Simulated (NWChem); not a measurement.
Molecule: CH$_{3}$NO$_{3}$Si; SMILES O[SiH](O)OC#N

```xyz
9

N      0.1563    -3.0180     0.1461
C     -0.1532    -1.9104    -0.1062
O     -0.5259    -0.7130    -0.4137
Si     0.0472     0.7416     0.3482
O     -1.0804     1.8632    -0.1042
O      1.5329     1.1813    -0.2079
H      0.1849     0.4367     1.7925
H     -2.0095     1.5750    -0.1342
H      1.5765     1.5425    -1.1114
```
Atoms are numbered in this order, from 1.

All runs: NWChem. Pople sets run with spherical d functions. The geometry was optimised at PBE-D3(BJ)/def2-SVP. Vertical excitations in the gas phase.

### Question
Predict the results for BHandHLYP/6-31G*, TDA. Quantities: lowest excitation, singlet (eV); oscillator strength of that lowest state; orbital gap (eV).

### Answer
| Quantity | Result |
|---|---|
| lowest excitation, singlet (eV) | 7.57 |
| oscillator strength of that lowest state | 0.000 |
| orbital gap (eV) | 11.21 |
